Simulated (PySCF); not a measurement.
Telling isomers of C6H10OSi apart by NMR

Calculated, not measured (PySCF 2.14.0 with density-fitted response routines): geometry: GFN2-xTB, PBE0/pcSseg-1 with gauge-including orbitals. Gas phase, fast rotation and ring inversion assumed for equivalent nuclei, one computed conformer, no relativistic terms.

Shifts are taken against calculated references (same method and geometry level): ¹H (σref 31.72) and ¹³C (σref 186.93) vs TMS. Where no couplings were computed, multiplicities follow the n + 1 count of equivalent neighbours, and m marks all less simple cases (inequivalent or close neighbours, rings, F or P nearby). Shifts are as computed. Against solution values, carbons near 30 ppm lie about +3 ppm off and those near 130 ppm about +5 ppm. Of 1211 compounds with measured shifts, 218 miss one by over three times the rms of a fit or turn the order of signals round; such compounds aren't used in these exercises.

(1) Tabulate the signals of `C#CC(=O)C(C)(C)[SiH3]`, `C=C/C=C\C(=C)O[SiH3]`, `C=C/C=C/C(=C)O[SiH3]` and their relative energies.

(2) What is the quickest way to tell C#CC(=O)C(C)(C)[SiH3] from C=C/C=C/C(=C)O[SiH3]?

(3) What is the quickest way to tell C#CC(=O)C(C)(C)[SiH3] from C=C/C=C\C(=C)O[SiH3]?

(4) What is the quickest way to tell C=C/C=C\C(=C)O[SiH3] from C=C/C=C/C(=C)O[SiH3]?

Results:

(1) 
```tsv
SMILES	carbon types	δC	δH	E rel. (kcal/mol)
C#CC(=O)C(C)(C)[SiH3]	3×C 1×CH 2×CH3	196.3, 90.2, 83.9, 45.1, 23.3	3.90 (s, 3H), 2.86 (s, 1H), 1.55 (s, 6H)	29.9
C=C/C=C\C(=C)O[SiH3]	1×C 3×CH 2×CH2	166.6, 142.5, 139.6, 131.4, 127.4, 100.3	8.16 (m, 1H), 6.25 (m, 1H), 5.86 (d, 1H), 5.52 (m, 1H), 5.51 (m, 1H), 5.03 (s, 3H), 4.60 (br s, 1H), 4.36 (br s, 1H)	2.8
C=C/C=C/C(=C)O[SiH3]	1×C 3×CH 2×CH2	164.6, 144.8, 140.2, 136.6, 127.1, 97.3	6.89 (m, 1H), 6.67 (m, 1H), 6.12 (d, 1H), 5.68 (m, 1H), 5.54 (m, 1H), 5.06 (s, 3H), 4.55 (m, 1H), 4.39 (m, 1H)	0.0
```

Energies are electronic energies at PBE0/pcSseg-1 on these geometries, without zero-point or thermal terms, each for the one conformer computed, which needn't be the lowest.

(2) Count the carbon signals: 5 against 6. The first has an alkyne carbon (C) at 83.9 ppm, the second a terminal =CH2 carbon at 127.1 ppm. Their most deshielded carbons lie at 196.3 and 164.6 ppm. In the proton spectra the most deshielded non-exchanging signals are 3.90 (s, 3H) and 6.89 (m, 1H).

(3) Count the carbon signals: 5 against 6. The first has an alkyne carbon (C) at 83.9 ppm, the second a terminal =CH2 carbon at 127.4 ppm. Their most deshielded carbons lie at 196.3 and 166.6 ppm. In the proton spectra the most deshielded non-exchanging signals are 3.90 (s, 3H) and 8.16 (m, 1H).

(4) Both give the same number of carbon signals, with the same numbers of each carbon type, so the positions decide. The first has an alkene CH at 131.4 ppm, the second an alkene CH at 136.6 ppm. Their most deshielded carbons lie at 166.6 and 164.6 ppm. In the proton spectra the most deshielded non-exchanging signals are 8.16 (m, 1H) and 6.89 (m, 1H).
